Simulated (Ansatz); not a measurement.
Wavefunction ladder for `CS[S][GaH][F]`

```xyz
9

C     0.796    0.346   -1.412
S    -0.866    0.932   -1.058
S    -1.725   -0.691   -0.121
Ga   -0.856   -0.552    1.894
F     0.537    0.512    2.009
H     1.262    1.130   -2.014
H     0.769   -0.580   -1.986
H     1.359    0.221   -0.488
H    -1.277   -1.318    3.175
```

Total charge 0; spin multiplicity 1. Correlated methods include outer-core shells of Ga, which these sets cover unevenly. Scalar relativity is left out up to krypton. The structure was optimised at the PBE0-D4/def2-TZVP level. It is one conformer, not always the lowest. Frozen core, restricted reference, Ansatz 0.2.0.

```
     basis      HF (Eh)  MP2 corr.
  def2-SVP  -2857.40475   -0.79775
def2-TZVPP  -2858.10831   -0.99924
def2-QZVPP  -2858.17807   -1.31471
```

(1) Estimate the CCSD correlation energy and the (T) correction in each basis where they were run (hartree).

## Answers

(1) 
| basis | CCSD corr. | (T) |
| --- | --- | --- |
| def2-SVP | -0.83322 | -0.02437 |
| def2-TZVPP | -1.03527 | -0.04417 |
